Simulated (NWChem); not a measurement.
Molecule: HfBrF3; SMILES [F][Hf]([F])([F])[Br]

All runs: NWChem. Coordinates come from a PBE0/def2-SVP optimisation. No frequency run checked for a minimum. def2 effective core potentials on Hf; no spin-orbit coupling.

**Question.** Estimate the computed values for PBE/def2-TZVP. Quantities: highest occupied level (eV); orbital gap (eV); dipole (D).

**Answer.** 
* **highest occupied level (eV)**: -7.98
* **orbital gap (eV)**: 5.80
* **dipole (D)**: 0.06
